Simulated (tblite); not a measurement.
Compound: CH₅O₂Si (doublet state).
Structure used (GFN2-xTB), in Å, numbered top down from 1:
```xyz
9
CH5O2Si angstrom
C      1.2434   -0.3301    0.0224
Si    -0.4644    0.1378   -0.6886
O     -1.6618   -0.6361    0.1442
O     -0.8021    1.7113   -0.4699
H      1.5307   -1.3414   -0.2471
H      1.2265   -0.2615    1.1098
H      2.0091    0.3440   -0.3445
H     -1.6767   -1.5853    0.2075
H     -1.3912    1.9672    0.2410
```

Method: GFN2-xTB as coded in tblite; computed harmonic values from a numerical Hessian at the method's own geometry, unscaled. The method is semi-empirical: single wavenumbers can be off by several per cent or more. One conformer, not necessarily the lowest. Open shells enter through the occupations alone, without spin polarisation, and single modes of such species can be off by tens of per cent.

Harmonic wavenumbers (cm⁻¹): 119.4, 172.6, 215.0, 258.0, 287.8, 310.7, 684.5, 767.3, 796.6, 808.0, 823.6, 872.1, 920.9, 1359.0, 1481.2, 1493.9, 2984.1, 3049.5, 3066.4, 3562.8, 3711.8.

A = 7282, B = 5852, C = 3657 MHz; mass 77.006 u (most abundant isotopes); point group C1, symmetry number 1; spin multiplicity 2.

Problem. What is the zero-point energy?

Solution. ½Σν̃ = 13873 cm⁻¹ = 165.95 kJ/mol.

Problem. Entropy at 400 K, 1 bar (ideal gas, RRHO, classical rotation)?

Solution. Translation 169.14, rotation 108.84, vibration 78.00, spin (R ln 2) 5.76: S = 361.7 J/(mol K).

Problem. And Cp and H(400 K) − H(0)?

Solution. Cp = 114.15 J/(mol K), of which vibrations give 80.90 (their classical limit is 21 R = 174.6); H(400 K) − H(0) = 30.53 kJ/mol without the zero-point energy, 17.23 from vibrations.

Problem. Blend soft modes into free rotors: weight 1/[1 + (100 cm⁻¹/ν̃)⁴] for the oscillator and the rest for a rotor with moment μB/(μ + B), μ = h/(8π²ν), B = 10⁻⁴⁴ kg m². What vibrational entropy results?

Solution. 76.85 J/(mol K) in place of 78.00, which changes −T·S at 400 K by +0.46 kJ/mol.

Problem. Which modes carry the vibrational entropy at 400 K?

Solution. 119.4 cm⁻¹: 15.41; 172.6 cm⁻¹: 12.41; 215.0 cm⁻¹: 10.66; 258.0 cm⁻¹: 9.23; 287.8 cm⁻¹: 8.39; 310.7 cm⁻¹: 7.81 J/(mol K); the other 15 give 14.10 together.

Hindered rotation and anharmonicity are outside this model. Other conformers, if any are populated, would add a mixing term that is left out. The structure is chiral; the term R ln 2 for an equal mix with its mirror image is left out.
